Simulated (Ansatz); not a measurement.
`CC#[N+][Al-]([Cl])([Cl])[Cl]`. The species carries charge 0 and has multiplicity 1. The structure was optimised at the PBE0-D4/def2-TZVP level.

```xyz
10

C     0.597   -1.261    1.750
C     0.212   -0.451    0.625
N    -0.092    0.192   -0.268
Al   -0.617    1.304   -1.810
Cl    0.068    3.202   -1.203
Cl   -2.706    1.029   -1.827
Cl    0.457    0.381   -3.370
H     1.505   -1.814    1.506
H     0.782   -0.619    2.613
H    -0.206   -1.962    1.984
```

(1) What is the dipole moment at ωB97M-V/def2-TZVPP? (An estimate is asked.)

(2) And with PBE, r2SCAN, B3LYP? (Estimate.)

(3) Give the Mulliken charges with ωB97M-V, PBE, r2SCAN in def2-TZVPP. (An estimate is asked.)

Results:

(1) Ansatz gave: 10.00 D, with components (2.67, -5.63, 7.82) D in this frame, pointing from negative to positive charge.

(2) Ansatz gave: PBE 9.68 D, r2SCAN 9.96 D, B3LYP 9.90 D.

(3) Computed: 
| atom | ωB97M-V | PBE | r2SCAN |
| --- | --- | --- | --- |
| C1 | -0.17 | -0.09 | 0.00 |
| C2 | 0.08 | -0.10 | 0.02 |
| N3 | 0.04 | 0.19 | 0.06 |
| Al4 | 0.38 | 0.37 | 0.47 |
| Cl5 | -0.26 | -0.26 | -0.29 |
| Cl6 | -0.26 | -0.26 | -0.29 |
| Cl7 | -0.26 | -0.26 | -0.29 |
| H8 | 0.15 | 0.14 | 0.11 |
| H9 | 0.15 | 0.14 | 0.11 |
| H10 | 0.15 | 0.14 | 0.11 |

B3LYP here is the variant with VWN-RPA as its local correlation; programs differ in this.
